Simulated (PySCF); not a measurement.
## Radial density of C⁺ (carbon, charge +1)

r2SCAN, [He] 2s2 2p1, 2P determinant. All numbers are calculated (PySCF 2.14, the non-relativistic Hamiltonian (point nucleus), in def2-TZVP).

```
r (bohr)  4πr²ρ (e/bohr)  4πr²(ρα − ρβ)
 0.00389         0.02328         0.0000
 0.00654         0.06400         0.0000
  0.0110          0.1712         0.0000
  0.0185          0.4433         0.0001
  0.0311           1.078         0.0002
  0.0523           2.371         0.0006
  0.0880           4.393         0.0028
   0.148           6.147         0.0130
   0.249           5.425         0.0551
   0.419           2.444         0.1998
   0.705           1.475         0.4976
    1.19           2.080         0.6446
    1.99          0.9900         0.2987
    3.35         0.08547         0.0319
    5.64       0.0007212         0.0005
```
